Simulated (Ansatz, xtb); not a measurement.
## H3OSSi2: which of two isomers lies lower

Structure X: `[SiH3]O[Si]=S`, a doublet. Structure Y: `[SiH2]O[SiH]=S`, a doublet. Both are isolated molecules in the gas phase, relaxed with PBE0-D3(BJ)/def2-SVP; the shapes shown needn't be the lowest conformers.

X (Å):

```xyz
7

O    -1.4484   -1.2681   -0.5947
S     1.6708   -0.6237   -1.1103
Si   -2.5525   -0.2258   -1.3227
Si    0.1385   -1.6149   -0.3735
H    -3.3973   -1.0269   -2.2501
H    -3.3927    0.3733   -0.2501
H    -1.8188    0.8357   -2.0675
```

Y (Å):

```xyz
7

O    -1.0355   -0.6287   -1.4250
S    -4.1973   -0.7601   -1.8959
Si   -2.3463   -1.2788   -2.1641
Si   -0.7367    0.5870   -0.2901
H    -1.8037   -2.3230   -3.0630
H    -1.4786    0.2830    0.9733
H     0.7408    0.5927   -0.0667
```

Q: Estimate which is lower in electronic energy at CCSD(T)/def2-SVP + ΔMP2/def2-TZVPP, and by roughly how much.

A: The CCSD(T)/def2-SVP + ΔMP2/def2-TZVPP calculation puts structure X lower, by 8.5 kcal/mol.

The same difference at several levels:

| level | geometry | E(Y) − E(X) (kcal/mol) | departure from the last row (kcal/mol) | job, with rough time for the two |
| --- | --- | --- | --- | --- |
| GFN2-xTB | GFN2-xTB | +4.0 | −4.5 | optimisation, 0.29 s |
| HF/STO-3G | GFN2-xTB | +25.6 | +17.1 | single point, 1.3 s |
| r2SCAN-D4/def2-SVP | GFN2-xTB | +9.1 | +0.6 | single point, 5.3 s |
| PBE0-D3(BJ)/def2-SVP | PBE0-D3(BJ)/def2-SVP | +6.9 | −1.6 | optimisation, 1.9 min |
| HF/def2-SVP | PBE0-D3(BJ)/def2-SVP | +5.9 | −2.6 | part of the CCSD(T) run |
| MP2/def2-SVP | PBE0-D3(BJ)/def2-SVP | +6.8 | −1.7 | part of the CCSD(T) run |
| CCSD(T)/def2-SVP | PBE0-D3(BJ)/def2-SVP | +8.3 | −0.2 | single point |
| CCSD(T)/def2-SVP + ΔMP2/def2-TZVPP | PBE0-D3(BJ)/def2-SVP | +8.5 |  | single point, 28 s |

As drawn, both hold the same kinds of bond in the same numbers.

The levels shown agree on the order. The largest departure from CCSD(T)/def2-SVP + ΔMP2/def2-TZVPP is that of HF/STO-3G, 17.1 kcal/mol. A small imaginary or near-zero mode remains, so no thermal terms are given. The last row adds to CCSD(T) the change of the MP2 difference between the two basis sets, here +0.2 kcal/mol.

Open shells are spin-unrestricted, with notable spin contamination under HF/STO-3G. The correlated steps freeze 16 core orbitals. Run with Ansatz 0.2.0, xtb 6.7.1; the last row on 2 threads of Arm Neoverse V1 on a shared host.
